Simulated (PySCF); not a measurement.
A structure optimised at PBE-D3(BJ)/def2-SVP, used in a PySCF frequency run:

```xyz
14

N      2.1442    -0.2488    -0.2988
Si     0.5642     0.3516     0.1120
C     -0.9547     0.4002    -1.0549
C     -1.7872    -0.0743     0.1770
C     -0.6765    -0.7610     1.0335
H      2.2554    -1.1087    -0.8400
H      2.9042     0.4059    -0.4929
H      0.8086     1.6791     0.7819
H     -1.2893     1.3281    -1.5590
H     -0.8894    -0.4046    -1.8188
H     -2.6544    -0.7245    -0.0682
H     -2.1916     0.8055     0.7210
H     -0.7948    -0.7280     2.1340
H     -0.5464    -1.8229     0.7320
```

Q: Write its SMILES and formula.

A: N[SiH]1CCC1, C3H9NSi

Q: What are its rotational constants (standard atomic weights)?

A: 7.7956, 2.8874, 2.4410 GHz
